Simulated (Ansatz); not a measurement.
`CC(C)[SiH]` + `CNC` → `CN(C)[SiH]` + `CCC` at 298.15 K and 1 bar (ligand exchange at the Si–C bond).

Gas-phase electronic energies from Ansatz, PBE0-D4/def2-TZVP geometries. CBS: MP2 limit from def2 TZ/QZ plus the TZ coupled-cluster correction, frozen cores.

```
     species  CCSD(T)/CBS energy (Eh)  H − E (kJ/mol)  S (J/(mol·K))
`CC(C)[SiH]`               -407.98328           280.1          308.1
       `CNC`               -135.00321           256.9          271.4
`CN(C)[SiH]`               -424.06348           254.6          305.8
       `CCC`               -118.98051           285.9          268.4
```

H − E and S are ideal-gas, rigid-rotor, harmonic terms from PBE0-D4/def2-TZVP, for one conformer and one mirror image of each species. 1 Eh = 2625.50 kJ/mol, R = 8.31446 J/(mol·K).

Task: By hand: ΔE, ΔH, ΔS and ΔG.

Result: ΔE = (-424.06348) + (-118.98051) − (-407.98328) − (-135.00321) = -0.05750 Eh = -151.0 kJ/mol. Δ(H − E) = 254.6 + 285.9 − 280.1 − 256.9 = 3.5, so ΔH = -147.5 kJ/mol. ΔS = 305.8 + 268.4 − 308.1 − 271.4 = -5.3 J/(mol·K). ΔG = -147.5 − 298.15 × (-5.3)/1000 = -145.9 kJ/mol.

Task: By hand: the equilibrium constant, and the temperature at which ΔG would vanish if ΔH and ΔS stayed fixed.

Result: log₁₀ K = −ΔG/(RT ln 10) = 25.6. ΔG = 0 at ΔH/ΔS = 27830 K, far beyond where these terms or the molecules hold.

The number of gas molecules stays the same, so ΔS is small and ΔH decides. A doubt of 5 kJ/mol in ΔE shifts log₁₀ K by 0.9 here. Other conformers and mirror images would add mixing entropy, several J/(mol·K) or more a flexible species. These are equilibria of isolated gas molecules and say nothing of rates. Largest T1 diagnostic: 0.015 (customary marks: 0.02 for closed shells, 0.045 for open ones).
